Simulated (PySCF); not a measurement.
Sn⁺ (tin, charge +1) across methods

[Kr] 4d10 5s2 5p1, 2P determinant. All numbers are calculated (PySCF 2.14, scalar relativity by spin-free X2C-1e, in x2c-QZVPPall (13s9p7d4f1g, 112 functions)).

```csv
method,E (hartree),mean ε 5s α (eV),mean ε 5s β (eV),mean ε 5p α (eV),Σ⟨r²⟩ (bohr²),⟨S²⟩
wB97X-V,-6175.99,-21.641,-20.615,-13.690,45.24,0.753
TPSS,-6176.02,-18.068,-17.260,-10.716,45.17,0.752
LDA,-6170.29,-18.380,-17.809,-10.702,45.04,0.751
PBE,-6175.87,-18.056,-17.400,-10.634,45.23,0.752
UHF,-6173.57818,-21.896,-19.886,-14.042,45.89,0.761
HSE06,-6175.87,-18.845,-17.960,-11.226,45.22,0.753
r2SCAN,-6176.29,-18.353,-17.537,-10.963,45.09,0.755
```

**Question.** Estimate the same row for PBE0.

**Answer.** E (hartree) = -6175.94; mean ε 5s α (eV) = -19.233; mean ε 5s β (eV) = -18.276; mean ε 5p α (eV) = -11.637; Σ⟨r²⟩ (bohr²) = 45.19; ⟨S²⟩ = 0.753.
